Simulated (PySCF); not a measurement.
dimethyl telluride (C$_{2}$H$_{6}$Te), singlet, at a GFN2-xTB geometry (all electrons, no relativity); B3LYP/3-21G in PySCF.

Input for PySCF:
```python
from pyscf import gto, scf, dft

mol = gto.M(
    atom='''
C     1.51403960   -0.61814695    0.97361016
Te    0.01637111    0.19648656   -0.35400888
C    -1.60205503   -0.43829160    0.92933228
H     1.38011691   -1.68745138    1.07645886
H     2.48866467   -0.41855255    0.54994310
H     1.44343271   -0.14926988    1.94678120
H    -1.59498997   -1.51573359    1.03418433
H    -2.53486000   -0.12860379    0.47856174
H    -1.50556944    0.02094119    1.90487761
''',
    basis='3-21g',
    verbose=5,
)

mf = dft.RKS(mol)
mf.xc = 'b3lyp'
mf.grids.radi_method = dft.radi.mura_knowles
mf.kernel()
```

Question: Predict the main parts of the log of this PySCF run.

Answer: 
```
PySCF version 2.14.0

[INPUT] verbose = 5
[INPUT] max_memory = 4000
[INPUT] num. atoms = 9
[INPUT] num. electrons = 70
[INPUT] charge = 0
[INPUT] spin (= nelec alpha-beta = 2S) = 0
[INPUT] symmetry False subgroup None
[INPUT] Mole.unit = angstrom
[INPUT] Symbol           X                Y                Z      unit          X                Y                Z       unit  Magmom
[...]
[INPUT] ---------------- BASIS SET ----------------
[INPUT] l, kappa, [nprim/nctr], expnt,             c_1 c_2 ...
[INPUT] Te
[...]
                                2088.8798         0.366963
                                459.39319         0.690794
[...]
                                135.36            0.082252
                                44.00048          0.970601
[...]
                                25.82039          0.05183
                                7.809583          1.087622
[...]
                                3.043932          0.46947
                                1.199253          0.829811
[...]
                                0.278088          1.281968
[...]
                                135.36            0.6149
                                44.00048          0.389516
[...]
                                25.82039          0.539188
                                7.809583          0.652285
[...]
                                3.043932          0.522123
                                1.199253          0.532661
[...]
                                0.278088          0.987102
[...]
                                34.015217         0.483556
                                10.869138         0.588386
[...]
                                2.058066          0.579776
                                0.73283           0.340558
[INPUT] H
[...]
                                0.824547          0.904691
[...]
[INPUT] C
[...]
                                25.9109           0.358794
                                5.53335           0.700713
[...]
                                0.770545          1.21584
[...]
                                0.770545          0.860619
[...]
nuclear repulsion = 245.740803929812
number of shells = 35
number of NR pGTOs = 129
number of NR cGTOs = 61
basis = 3-21g
ecp = {}

******** <class 'pyscf.dft.rks.RKS'> ********
method = RKS
initial guess = minao
damping factor = 0
level_shift factor = 0
DIIS = <class 'pyscf.scf.diis.CDIIS'>
diis_start_cycle = 1
diis_space = 8
diis_damp = 0
SCF conv_tol = 1e-09
SCF conv_tol_grad = None
SCF max_cycles = 50
direct_scf = True
direct_scf_tol = 1e-13
XC library pyscf.dft.libxc version 7.1.2
    S. Lehtola, C. Steigemann, M. J. T. Oliveira, and M. A. L. Marques,  SoftwareX 7, 1–5 (2018)
XC functionals = b3lyp
    P. J. Stephens, F. J. Devlin, C. F. Chabalowski, and M. J. Frisch,  J. Phys. Chem. 98, 11623 (1994)
radial grids: Mura-Knowles [JCP 104, 9848 (1996); DOI:10.1063/1.471749] log3 quadrature radial grids
becke partition: Becke, JCP 88, 2547 (1988); DOI:10.1063/1.454033
pruning grids: <function nwchem_prune>
grids dens level: 3
symmetrized grids: False
atomic radii adjust function: <function treutler_atomic_radii_adjust>
small_rho_cutoff = 0
Set gradient conv threshold to 3.16228e-05
Initial guess from minao.
atom C rad-grids = 75, ang-grids = [ 50  50  50  50  50  50  50  50  50  50  50  50  50  50  50  50  50  50
  50  50  50  50  50  50  50  50  86  86  86  86  86  86  86  86  86  86
  86 266 266 266 266 266 266 266 302 302 302 302 302 302 302 302 302 302
 302 302 302 302 302 302 302 302 302 266 266 266 266 266 266 266 266 266
 266 266 266]
atom Te rad-grids = 95, ang-grids = [ 50  50  50  50  50  50  50  50  50  50  50  50  50  50  50  50  50  50
  50  50  50  50  50  50  50  50  50  50  50  50  50  50  50  50  50  86
  86  86  86  86  86  86  86  86  86  86  86  86  86  86  86  86  86  86
 350 350 350 350 350 350 350 350 350 350 350 350 434 434 434 434 434 434
 434 434 434 434 434 434 434 434 434 434 434 434 434 350 350 350 350 350
 350 350 350 350 350]
[...]
E1 = -9663.101940596871  E2 = 2752.6006460398266  Ecoul = 2937.0610704767532  Exc = -184.46042443692653
cycle= 6 E= -6664.76049062723  delta_E= -5.66e-08  |g|= 6.53e-05  |ddm|= 0.00104
[...]
  mo_energy =
[-1.11294324e+03 -1.67471305e+02 -1.56548366e+02 -1.56547800e+02
 -1.56546097e+02 -3.35844770e+01 -2.89242517e+01 -2.89226219e+01
 -2.89181708e+01 -2.10672489e+01 -2.10665226e+01 -2.10632415e+01
 -2.10620895e+01 -2.10618473e+01 -1.01312202e+01 -1.01311913e+01
 -5.79119154e+00 -4.18439280e+00 -4.17972643e+00 -4.16768461e+00
 -1.69657182e+00 -1.69551781e+00 -1.68474038e+00 -1.68081272e+00
 -1.67883501e+00 -7.29352085e-01 -6.95647501e-01 -5.38479682e-01
 -4.27810653e-01 -4.24485484e-01 -4.13651809e-01 -4.09287883e-01
 -3.26124374e-01 -2.86502579e-01 -1.92190093e-01 -9.29012519e-03
  4.68350902e-02  1.27168613e-01  1.56849702e-01  1.64888107e-01
  1.78016325e-01  1.93158571e-01  1.95214655e-01  3.36256942e-01
  3.63116634e-01  3.71477687e-01  3.98793884e-01  6.01618065e-01
  7.03451727e-01  7.33847919e-01  7.89474152e-01  8.01304469e-01
  8.86233324e-01  1.02125822e+00  1.02556416e+00  1.04630354e+00
  1.05965134e+00  1.07842836e+00  1.08182640e+00  1.64901680e+00
  1.65312573e+00]
nelec by numeric integration = 70.00000601953678
E1 = -9663.102155994251  E2 = 2752.6008614353536  Ecoul = 2937.0612733960434  Exc = -184.4604119606899
cycle= 7 E= -6664.76049062909  delta_E= -1.85e-09  |g|= 7.11e-06  |ddm|= 0.000158
[...]
  mo_energy =
[-1.11294325e+03 -1.67471309e+02 -1.56548369e+02 -1.56547804e+02
 -1.56546101e+02 -3.35844804e+01 -2.89242551e+01 -2.89226252e+01
 -2.89181742e+01 -2.10672523e+01 -2.10665260e+01 -2.10632449e+01
 -2.10620929e+01 -2.10618508e+01 -1.01312209e+01 -1.01311920e+01
 -5.79119447e+00 -4.18439568e+00 -4.17972924e+00 -4.16768758e+00
 -1.69657448e+00 -1.69552051e+00 -1.68474320e+00 -1.68081548e+00
 -1.67883782e+00 -7.29353101e-01 -6.95648312e-01 -5.38480892e-01
 -4.27810658e-01 -4.24487342e-01 -4.13652235e-01 -4.09289787e-01
 -3.26124918e-01 -2.86503627e-01 -1.92191090e-01 -9.29058014e-03
  4.68343280e-02  1.27167757e-01  1.56849453e-01  1.64886696e-01
  1.78016383e-01  1.93157181e-01  1.95213523e-01  3.36256437e-01
  3.63115900e-01  3.71477407e-01  3.98792678e-01  6.01617141e-01
  7.03450906e-01  7.33847027e-01  7.89473136e-01  8.01303365e-01
  8.86233202e-01  1.02125616e+00  1.02556563e+00  1.04630208e+00
  1.05964924e+00  1.07842630e+00  1.08182639e+00  1.64901581e+00
  1.65312506e+00]
nelec by numeric integration = 70.00000601955331
E1 = -9663.102232289373  E2 = 2752.6009377304385  Ecoul = 2937.061351509434  Exc = -184.4604137789958
cycle= 8 E= -6664.76049062912  delta_E= -3.82e-11  |g|= 4.24e-07  |ddm|= 1.56e-05
[...]
  mo_energy =
[-1.11294325e+03 -1.67471309e+02 -1.56548369e+02 -1.56547804e+02
 -1.56546101e+02 -3.35844803e+01 -2.89242550e+01 -2.89226252e+01
 -2.89181742e+01 -2.10672522e+01 -2.10665259e+01 -2.10632449e+01
 -2.10620928e+01 -2.10618507e+01 -1.01312211e+01 -1.01311922e+01
 -5.79119434e+00 -4.18439556e+00 -4.17972909e+00 -4.16768746e+00
 -1.69657434e+00 -1.69552037e+00 -1.68474307e+00 -1.68081533e+00
 -1.67883768e+00 -7.29353190e-01 -6.95648446e-01 -5.38480847e-01
 -4.27810828e-01 -4.24487422e-01 -4.13652385e-01 -4.09289879e-01
 -3.26124972e-01 -2.86503528e-01 -1.92190967e-01 -9.29052745e-03
  4.68343360e-02  1.27167690e-01  1.56849345e-01  1.64886632e-01
  1.78016265e-01  1.93157109e-01  1.95213441e-01  3.36256592e-01
  3.63115998e-01  3.71477464e-01  3.98792725e-01  6.01617034e-01
  7.03450815e-01  7.33846949e-01  7.89473014e-01  8.01303257e-01
  8.86233046e-01  1.02125607e+00  1.02556539e+00  1.04630197e+00
  1.05964916e+00  1.07842621e+00  1.08182621e+00  1.64901571e+00
  1.65312496e+00]
nelec by numeric integration = 70.00000601955253
E1 = -9663.102223454202  E2 = 2752.600928895262  Ecoul = 2937.0613428066767  Exc = -184.46041391141512
Extra cycle  E= -6664.76049062913  delta_E= -4.55e-12  |g|= 5.2e-07  |ddm|= 1.71e-06
converged SCF energy = -6664.76049062913
```
